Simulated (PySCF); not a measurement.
Gas-phase equilibrium of 1 mol NaCl, 0.41 mol H2O at 800 K and 1.00 bar, among 21 species (ClO, O2, HCl, O, HO2, H2O, H, HOCl, Na, H2O2, O3, Na2, H2, Na2(OH)2, NaCl, NaOH, Cl, Cl2, Na2O, Na2Cl2, OH). Only gases are allowed; each row takes one source of thermochemistry for all species, and Cantera finds the minimum.

Computed with PySCF and rigid-rotor harmonic-oscillator thermochemistry at 1 bar. 'Table' is the NASA 1993 thermochemical table (part measured, part estimated). After a fit of one offset per element over all species, the range-separated, M06-2X, PBE0/def2-QZVP and CCSD(T)/def2-TZVPP enthalpies, where run, lie to one side of the table for NaOH (+16 kJ/mol): a fault of the table's entry, another state or a shared error of the levels is possible; this was not checked at source. S°(298 K) at PBE0/def2-TZVP differs from the NASA 1993 table for Na2(OH)2 (+8 J/mol/K), NaOH (+8 J/mol/K); whether the harmonic model or the table's entry is off was not settled. † marks an energy on the PBE0/def2-TZVP geometry and frequencies; other levels use their own. The species in the table below are closed-shell singlets. The harmonic model lacks anharmonicity and excited electronic states, which grow with temperature; levels with a mode under 35 cm⁻¹ are left out. Soft modes under 120 cm⁻¹ make the harmonic entropy rough for Na2Cl2. The table's entry may be an old estimate for Na2(OH)2, NaOH, Na2Cl2 (not checked at source).

Molecules larger than those listed are left out. Table species left out: NaH, NaO.

Mole fractions:

```json
[
 {"thermochemistry": "table", "x Na2Cl2": "0.55", "x H2O": "0.45", "x NaCl": "0.00047", "x HCl": "8.2e-7", "x Na2(OH)2": "1.6e-7", "x NaOH": "5.1e-7"},
 {"thermochemistry": "M06-2X/def2-TZVP†", "x Na2Cl2": "0.55", "x H2O": "0.45", "x NaCl": "0.00031", "x HCl": "2.6e-6", "x Na2(OH)2": "1.3e-6", "x NaOH": "4.2e-8"},
 {"thermochemistry": "PBE/def2-TZVP†", "x Na2Cl2": "0.55", "x H2O": "0.45", "x NaCl": "0.00068", "x HCl": "7.4e-6", "x Na2(OH)2": "3.6e-6", "x NaOH": "1.5e-7"},
 {"thermochemistry": "PBE0/def2-TZVP", "x Na2Cl2": "0.55", "x H2O": "0.45", "x NaCl": "0.00051", "x HCl": "2.4e-6", "x Na2(OH)2": "1.2e-6", "x NaOH": "6.7e-8"},
 {"thermochemistry": "r2SCAN/def2-TZVP†", "x Na2Cl2": "0.55", "x H2O": "0.45", "x NaCl": "0.00037", "x HCl": "3.4e-6", "x Na2(OH)2": "1.6e-6", "x NaOH": "7.0e-8"},
 {"thermochemistry": "LDA/def2-TZVP†", "x Na2Cl2": "0.55", "x H2O": "0.45", "x NaCl": "0.00021", "x HCl": "1.1e-5", "x Na2(OH)2": "5.5e-6", "x NaOH": "4.8e-8"},
 {"thermochemistry": "ωB97X-V/def2-TZVP†", "x Na2Cl2": "0.55", "x H2O": "0.45", "x NaCl": "0.00031", "x HCl": "3.2e-6", "x Na2(OH)2": "1.6e-6", "x NaOH": "6.2e-8"}
]
```
The most sensitive of these is Na2(OH)2: it spans a factor of 10^1.5 over these rows; at this temperature one factor of ten is RT ln 10 = 15 kJ/mol.
